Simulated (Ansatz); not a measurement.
C3H10NTa, SMILES `[CH3][Ta]([CH3])([CH3])=[NH]` at its PBE0-D4/def2-TZVP geometry, where that method's forces vanish. Charge 0, multiplicity 1. Ta takes the def2 core potential.

| atom | x (Å) | y (Å) | z (Å) |
| --- | --- | --- | --- |
| C1 | -1.9565 | 0.5846 | 0.4865 |
| Ta2 | -0.0547 | -0.2218 | -0.1565 |
| C3 | 1.0326 | 1.1749 | -1.4005 |
| C4 | 1.1353 | -0.9070 | 1.5152 |
| N5 | -0.4042 | -1.6318 | -1.1511 |
| H6 | -2.5382 | -0.1444 | 1.0608 |
| H7 | -1.7946 | 1.4658 | 1.1235 |
| H8 | -2.5757 | 0.8925 | -0.3631 |
| H9 | 0.4566 | 1.4725 | -2.2833 |
| H10 | 1.9760 | 0.7499 | -1.7602 |
| H11 | 1.2680 | 2.0834 | -0.8279 |
| H12 | 0.5958 | -1.6413 | 2.1234 |
| H13 | 1.3963 | -0.0582 | 2.1633 |
| H14 | 2.0670 | -1.3817 | 1.1895 |
| H15 | -0.6037 | -2.4374 | -1.7195 |

Question: For each bond, give half the difference of the two atoms' forces along it (eV/Å; positive pushes the atoms apart) under PBE-D4, r2SCAN-D4, B3LYP-D4, ωB97M-V in def2-TZVPP. (An estimate is asked.)

Answer: Ansatz gave: 
```json
{"bond": "C1–Ta2", "length (Å)": "2.163", "PBE-D4": "-0.15", "r2SCAN-D4": "-0.06", "B3LYP-D4": "0.09", "ωB97M-V": "0.08"}
{"bond": "C1–H6", "length (Å)": "1.095", "PBE-D4": "0.12", "r2SCAN-D4": "-0.01", "B3LYP-D4": "-0.06", "ωB97M-V": "-0.04"}
{"bond": "C1–H7", "length (Å)": "1.099", "PBE-D4": "0.13", "r2SCAN-D4": "-0.01", "B3LYP-D4": "-0.07", "ωB97M-V": "-0.08"}
{"bond": "C1–H8", "length (Å)": "1.095", "PBE-D4": "0.12", "r2SCAN-D4": "-0.01", "B3LYP-D4": "-0.06", "ωB97M-V": "-0.04"}
{"bond": "Ta2–C3", "length (Å)": "2.163", "PBE-D4": "-0.15", "r2SCAN-D4": "-0.06", "B3LYP-D4": "0.09", "ωB97M-V": "0.08"}
{"bond": "Ta2–C4", "length (Å)": "2.163", "PBE-D4": "-0.15", "r2SCAN-D4": "-0.06", "B3LYP-D4": "0.09", "ωB97M-V": "0.08"}
{"bond": "Ta2–N5", "length (Å)": "1.761", "PBE-D4": "0.49", "r2SCAN-D4": "0.36", "B3LYP-D4": "0.31", "ωB97M-V": "-0.22"}
{"bond": "C3–H9", "length (Å)": "1.095", "PBE-D4": "0.12", "r2SCAN-D4": "-0.01", "B3LYP-D4": "-0.06", "ωB97M-V": "-0.04"}
{"bond": "C3–H10", "length (Å)": "1.095", "PBE-D4": "0.12", "r2SCAN-D4": "-0.01", "B3LYP-D4": "-0.06", "ωB97M-V": "-0.04"}
{"bond": "C3–H11", "length (Å)": "1.099", "PBE-D4": "0.13", "r2SCAN-D4": "-0.01", "B3LYP-D4": "-0.07", "ωB97M-V": "-0.08"}
{"bond": "C4–H12", "length (Å)": "1.096", "PBE-D4": "0.12", "r2SCAN-D4": "-0.01", "B3LYP-D4": "-0.06", "ωB97M-V": "-0.04"}
{"bond": "C4–H13", "length (Å)": "1.099", "PBE-D4": "0.13", "r2SCAN-D4": "-0.01", "B3LYP-D4": "-0.07", "ωB97M-V": "-0.08"}
{"bond": "C4–H14", "length (Å)": "1.095", "PBE-D4": "0.12", "r2SCAN-D4": "-0.01", "B3LYP-D4": "-0.06", "ωB97M-V": "-0.04"}
{"bond": "N5–H15", "length (Å)": "1.006", "PBE-D4": "0.03", "r2SCAN-D4": "-0.14", "B3LYP-D4": "-0.21", "ωB97M-V": "0.04"}
```

B3LYP here is the variant with VWN-RPA as its local correlation; programs differ in this.
